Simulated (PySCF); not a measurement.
A structure optimised at B3LYP-D3(BJ)/def2-SVP, used in a PySCF frequency run:

```
Si
Cl 1 2.0693
Cl 1 2.0693 2 108.54
Cl 1 2.0693 2 108.54 3 -117.78
Si 1 2.3333 2 110.39 3 121.11
H 5 1.4892 1 108.62 2 -60.00
H 5 1.4892 6 110.31 1 -118.94
H 5 1.4892 6 110.31 7 -122.11
```

Question: Write its SMILES, formula and point group.

Answer: [SiH3][Si](Cl)(Cl)Cl, Cl3H3Si2, C3v

Question: What are its rotational constants (standard atomic weights)?

Answer: 1.2444, 1.1616, 1.1616 GHz
